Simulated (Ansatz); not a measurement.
Basis sets compared for BMe2(OH) (C₂H₇BO). The state is a singlet with charge 0. Geometry PBE0-D4/def2-SVP. Ansatz on 4 threads of Arm Neoverse V2 on a shared host; times are rough, and most runs start from earlier orbitals.

```tsv
atom	x (Å)	y (Å)	z (Å)
B1	0.3365	0.1594	0.1490
C2	-0.5783	-0.2966	1.3466
H3	-1.6209	0.0369	1.2191
H4	-0.2069	0.0508	2.3213
H5	-0.6173	-1.4001	1.3731
C6	-0.1140	-0.0210	-1.3567
H7	0.6612	0.2150	-2.1041
H8	-0.9815	0.6311	-1.5594
H9	-0.4654	-1.0494	-1.5418
O10	1.5370	0.7165	0.4658
H11	2.0495	0.9575	-0.3129
```

Binding counts from free atoms (B doublet, C triplet, H doublet, O triplet) in the same basis, without a counterpoise term.

| level | functions | energy (Eh) | HOMO (eV) | LUMO (eV) | binding per atom (eV) | wall time |
| --- | --- | --- | --- | --- | --- | --- |
| HF/STO-3G | 27 | -177.1749 | -10.08 | 8.66 | 3.86 | 0.1 s |
| HF/6-31G | 50 | -179.3557 | -11.87 | 4.86 | 3.00 | 0.15 s |
| PBE-D4/def2-SVP | 91 | -180.1981 | -6.77 | -0.14 | 4.23 | 0.5 s |
| PBE0-D4/def2-SVP | 91 | -180.2263 | -8.29 | 0.88 | 4.18 | 0.5 s |

Q: Estimate the rows for PBE-D4/def2-TZVP, PBE0-D4/def2-TZVP (with forces).

A: 
| level | functions | energy (Eh) | HOMO (eV) | LUMO (eV) | binding per atom (eV) | wall time |
| --- | --- | --- | --- | --- | --- | --- |
| PBE-D4/def2-TZVP | 166 | -180.4039 | -6.95 | -0.34 | 4.19 | 0.8 s |
| PBE0-D4/def2-TZVP (with forces) | 166 | -180.4275 | -8.39 | 0.67 | 4.14 | 1.3 s |
